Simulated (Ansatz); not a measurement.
Total energies of the cluster In₄Se₆ (the lowest singlet isomer of a short search) from Ansatz at PBE-D4/def2-SVP, gas phase (1 Eh = 27.2114 eV = 2625.5 kJ/mol). The reference geometry is relaxed at PBE-D4/def2-SVP.

```xyz
10

In    3.661   -0.212   -1.033
In    0.215   -0.489   -1.036
In    0.498   -1.750    2.500
In   -0.706    2.746   -1.183
Se   -2.627   -1.020    1.064
Se   -2.397   -0.502   -1.238
Se   -2.044    1.041    2.110
Se    0.182    1.267    1.301
Se    1.512    1.232   -2.421
Se    1.706   -2.314   -0.063
```

| state | geometry | energy (Eh) |
| --- | --- | --- |
| charge 0 singlet | reference | -15166.43745 |
| charge 1 doublet | reference | -15166.18230 |
| charge -1 doublet | reference | -15166.48652 |
| free In atom (doublet) | – | -190.11196 |
| free Se atom (triplet) | – | -2400.83018 |

In the def2 sets In takes a core potential; there is no spin–orbit coupling.

Problem. Work out the vertical ionisation energy to the doublet.

Solution. E(charge 1 doublet) − E(charge 0 singlet) = -15166.18230 − (-15166.43745) = 0.25515 Eh = 6.94 eV. For comparison, −ε of the highest occupied level is 5.10 eV at this level, 1.84 eV less.

Problem. Work out the vertical electron affinity, to the doublet.

Solution. E(charge 0 singlet) − E(charge -1 doublet) = -15166.43745 − (-15166.48652) = 0.04907 Eh = 1.34 eV. The basis lacks diffuse functions, which makes affinities too small.

Problem. Give the fundamental gap IE − EA, the Mulliken electronegativity (IE + EA)/2 and the hardness (IE − EA)/2.

Solution. From the values in Eh: IE − EA = 0.25515 − 0.04907 = 0.20608 Eh = 5.61 eV; (IE + EA)/2 = 4.14 eV; (IE − EA)/2 = 2.80 eV. The HOMO–LUMO gap of the same run is 1.99 eV, 3.62 eV smaller than the fundamental gap.

Problem. What is the binding energy per atom against free atoms?

Solution. Atoms: 4 × (-190.11196) + 6 × (-2400.83018) = -15165.42892 Eh. Binding: -15165.42892 − (-15166.43745) = 1.00853 Eh = 27.44 eV, or 2.74 eV for each of 10 atoms (no zero-point energy, no counterpoise term).

At PBE-D4/def2-SVP the gap within one spin of the charge 1 doublet nearly closes, so an electron or hole may be smeared out by delocalisation error. At PBE-D4/def2-SVP the highest occupied level of the charge -1 doublet lies above zero (up to 0.40 eV). By energy differences its removal costs 1.34 eV (vertical, to the charge 0 singlet, at PBE-D4/def2-SVP); self-interaction error and the lack of diffuse functions both raise the level.  

The structure comes from a short search, and lower isomers may exist.
